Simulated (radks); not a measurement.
Spin polarisation of the 4f2 shell in Ce2+. Start: [Xe] 4f(up 1, down 1); electrons of 4f are moved from spin down to spin up, other shells keep equal spins. Method: scalar-relativistic Kohn-Sham, r2SCAN, spin-polarised, spherical densities, finite nucleus; meta-GGA in the generalised Kohn-Sham scheme; Fermi nuclear charge, rms radius of each element as measured or else 0.836 A^(1/3) + 0.57 fm; computed with a radial shooting solver on a logarithmic mesh with Libxc functionals.

moment (Bohr magnetons)  E - E(0) (eV)  e(4f up) (eV)  e(4f down) (eV)  5p down minus up (eV)  5s down minus up (eV)
0                                0.000        -12.242          -12.242                  0.000                  0.000
0.5                             -0.053        -12.444          -12.022                  0.225                  0.288
1                               -0.211        -12.628          -11.784                  0.451                  0.577
1.5                             -0.476        -12.795          -11.527                  0.678                  0.868
2                               -0.846        -12.945          -11.251                  0.908                  1.161

At moment 2 the spin-polarisation energy is -0.846 eV and the 4f exchange splitting 1.694 eV, that is 0.847 eV per Bohr magneton; E = -I m^2/4 would give I = 0.846 eV.
